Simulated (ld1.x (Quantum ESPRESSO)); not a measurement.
# Building the PAW potential for Mn (PBEsol, scalar-relativistic).

| Quantity | Value |
| --- | --- |
| Element | Mn |
| Generator | ld1.x (Quantum ESPRESSO) 7.5 |
| Type | PAW |
| Functional | PBEsol |
| Relativity | scalar-relativistic |
| Frozen core | [Ne] 3s2 |
| Valence charge | 13 |
| Reference configuration | 3p6 3d4 4s0 4p0 (charge +3) |
| Partial waves | 4s (bound, empty): rcut 1.95, rcutus 2.35 bohr; 4s channel at 1.55 Ry: rcut 1.95, rcutus 2.35 bohr; 3p (bound): rcut 0.30, rcutus 0.35 bohr; 4p (bound, empty): rcut 0.30, rcutus 0.35 bohr; 3d (bound): rcut 1.20, rcutus 1.55 bohr; 3d channel at -2.6 Ry: rcut 1.20, rcutus 1.55 bohr |
| Local potential | all-electron potential smoothed inside 0.55 bohr (lloc = -2) |
| Core correction | Bessel-smoothed model core inside 0.35 bohr |
| Augmentation charge | PSQ, inside the norm-conserving radii |

All-electron outer shells of the reference configuration (PBEsol, scalar-relativistic, ld1.x):

```csv
shell,level (eV),outermost node (bohr),outermost maximum (bohr)
3s,-121.55,0.34,0.74
3p,-90.14,0.31,0.75
3d,-41.16,–,0.74
4s,-29.88,1.02,2.10
4p,-23.14,1.10,2.38
```

(1) Does the generator finish with these settings?

## Answers

(1) No. ld1.x (Quantum ESPRESSO) 7.5 stopped with "new_paw_hamiltonian: negative rho": the pseudo-density turned negative during the self-consistent test, most likely because a state had been found with a wrong node count and its wave set to zero before. Before that it printed "Warning: n=2, l=1 expected 0 nodes, found 1".
